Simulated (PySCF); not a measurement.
**Dipole response of Sc⁺ (scandium, charge +1)**

[Ar] 3d1 4s1, high-spin 3D determinant. Computed with PySCF 2.14 in ANO-RCC-VTZP, with scalar relativity by spin-free X2C-1e. Coupled (time-dependent) response in atomic units; α is the mean over directions. The basis has no added diffuse functions, which lowers α and C₆.

| method | mean α (bohr³) | α xx, yy, zz | C₆ (like pair) | S(−4) |
| --- | --- | --- | --- | --- |
| M06 | 52.43 | 39.77, 39.77, 77.76 | 285.5 | 3496 |

S(−4) is the Cauchy moment in α(ω) = α(0) + S(−4) ω² + …

α(iu) at M06:

| u (hartree) | α(iu) (bohr³) |
| --- | --- |
| 0 | 52.43 |
| 0.0500 | 45.03 |
| 0.100 | 32.15 |
| 0.200 | 16.41 |
| 0.300 | 10.27 |
| 0.500 | 5.988 |
| 0.750 | 4.100 |
| 1.00 | 3.115 |
| 1.50 | 1.990 |
| 2.00 | 1.362 |
| 3.00 | 0.7348 |
| 5.00 | 0.3059 |

A single London oscillator, α(iu) = α/(1 + u²/ω²), gives C₆ = (3/4) ω α². Matching the computed C₆ needs ω = 4 × 285.5 / (3 × 52.43²) = 0.138 hartree.

For an ion, C₆ is the dispersion term alone; charge-induced terms of lower order in 1/R come first.

The components differ because the open shell of this determinant is not spherical; for a pure term their mean is the scalar polarisability.

⟨L²⟩ = 8.24 against 6 for a pure D term, so this real determinant mixes terms. The s, p, d and f populations moved away from the nominal configuration during the SCF.
